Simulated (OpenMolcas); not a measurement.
Eu3+ with 8 ligands (fluoride) in cubic eightfold coordination (Oh) at 2.38 Å. A charge of +0.625 e stands 2.8 Å behind each ligand. Ligand basis ANO-RCC-VDZP.

| Property | Result |
| --- | --- |
| Program | OpenMolcas |
| Method | CASSCF |
| Basis | ANO-RCC-VTZP [8s7p5d3f2g1h] |
| Scalar Hamiltonian | DKH2, point nucleus |
| Active space | 6 electrons in 7 orbitals (4f) |
| State averaging | 2S+1 = 7 even, 7 roots; 2S+1 = 5 even, 77 roots kept (CI in the orbitals of an earlier block); 2S+1 = 3 even, 3 roots kept (CI in the orbitals of an earlier block, 0 in the spin-orbit step) |
| Spin-orbit coupling | state interaction with AMFI integrals over the reference wave functions |

(1) What is the spin-free ground state (labels of O, the rotations of Oh)?

(2) Where is the first state of the same spin?

(3) What are the lowest two levels with spin-orbit coupling?

(4) What is χT at 300 K, and how does it compare with the textbook value?

## Answers

(1) 7A2, 1-fold in its orbital part, 100 % from free-ion F terms; it has the highest spin that f6 allows.

(2) 7T1 at 695 cm-1 above the ground state.

(3) A 1-fold level A1, then a 3-fold level T1 343.2 cm-1 above it. Their leading multiplicities are 7 (96 %) and 7 (96 %).

(4) Hund's rules give f6 a J = 0 ground level with no moment of its own; the computed χT of 1.383 cm3 K/mol at 300 K comes from higher levels.

High states are left out of the spin-orbit mixing, which shifts the levels that they would mix with. Without dynamic correlation the ligand-field splitting of an f shell can come out too small, at times by half. The first state left out of the spin-orbit step lies near 45000 cm-1 above the lowest spin-free state of the reference (among the parities and spins computed), and the lists stop at four fifths of that energy or lower. No measured value stands beside these numbers; the geometry is a model, was not optimised and need not be the one that this ion takes.
